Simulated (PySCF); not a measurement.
Can point charges reproduce the dipole moment of `CO[Si]1(O)SCCS1`?

Coordinates (GFN2-xTB, Å) and charges (e) from the PBE0/pcSseg-1 density (PySCF):

```
atom       x       y       z  Mulliken      IAO  Hirshfeld  ESP-fitted
  C1   2.997   0.328  -0.124   -0.0066  -0.1995    -0.0284     -0.0584
  O2   1.662   0.078  -0.486   -0.6115  -0.6373    -0.2273     -0.4186
 Si3   0.455  -0.383   0.464   +1.1048  +1.2511    +0.4149     +0.8721
  O4   1.081  -1.254   1.684   -0.5359  -0.7902    -0.3025     -0.6011
  S5  -0.978  -1.475  -0.684   -0.2806  -0.2065    -0.1021     -0.2796
  C6  -2.146  -0.080  -0.798   -0.3281  -0.3302    -0.0708     -0.3448
  C7  -2.323   0.588   0.547   -0.3129  -0.3275    -0.0727     -0.2479
  S8  -0.743   1.265   1.162   -0.3057  -0.2267    -0.1163     -0.3149
  H9   3.315  -0.369   0.648   +0.1120  +0.1421    +0.0427     +0.0854
 H10   3.091   1.349   0.249   +0.1095  +0.1398    +0.0457     +0.0973
 H11   3.608   0.201  -1.017   +0.1221  +0.1566    +0.0524     +0.0950
 H12   0.534  -1.676   2.343   +0.2604  +0.3819    +0.1836     +0.3803
 H13  -1.761   0.622  -1.538   +0.1758  +0.1595    +0.0425     +0.1699
 H14  -3.091  -0.495  -1.148   +0.1665  +0.1664    +0.0513     +0.2249
 H15  -3.012   1.429   0.470   +0.1670  +0.1664    +0.0509     +0.2053
 H16  -2.698  -0.120   1.287   +0.1633  +0.1539    +0.0359     +0.1350
```

**Question.** Form Σ q r in debye for every column and set it beside the full dipole.

**Answer.** The full density gives (-0.70, -0.01, 0.93) D, 1.16 D in size; dipole vectors point from the negative to the positive end.

| scheme | μx | μy | μz | size (D) | share of the full size (%) | angle to the full dipole (°) |
| --- | --- | --- | --- | --- | --- | --- |
| Mulliken | 1.64 | 0.04 | 1.20 | 2.03 | 175 | 91 |
| IAO | -0.68 | 0.06 | 1.20 | 1.38 | 119 | 8 |
| Hirshfeld | -0.04 | -0.11 | 0.53 | 0.54 | 47 | 34 |
| ESP-fitted | -0.71 | 0.08 | 0.93 | 1.17 | 101 | 4 |

**Question.** Which set comes closest?

**Answer.** Length of the difference vector: ESP-fitted 0.09 D, IAO 0.28 D, Hirshfeld 0.77 D, Mulliken 2.35 D. Closest: ESP-fitted. The schemes that divide the density aren't constrained to reproduce the dipole.

**Question.** What is left for the Hirshfeld atoms' own dipoles?

**Answer.** The shares of the density sum to the whole, so what Σ q r misses lies in dipoles about the nuclei. The atomic dipoles sum to (-0.70, -0.01, 0.93) − (-0.04, -0.11, 0.53) = (-0.66, 0.10, 0.40) D, 0.77 D in size.

**Question.** With the origin at the mean of the coordinates, (0.000, 0.001, 0.191) Å, which are the largest single terms, by size, of the IAO dipole along the direction of the full one?

**Answer.** O2 +4.71, C7 -2.63, H12 +2.59, H11 -2.36, O4 -2.09 D; all 16 atoms together +1.37 D. The single terms depend on the origin, their sum doesn't.

**Question.** Give the size of the full dipole in other units.

**Answer.** 1.16 D = 0.456 au = 0.241 e·Å = 3.86 × 10⁻³⁰ C·m.

One conformer (not necessarily the lowest) at the GFN2-xTB geometry, without solvent, vibrations or thermal averaging.

These values come from a run that also computed NMR shieldings. On one thread of an Arm Neoverse N1 (shared host), this took 55 s wall and 0.87 GiB of memory at its peak.
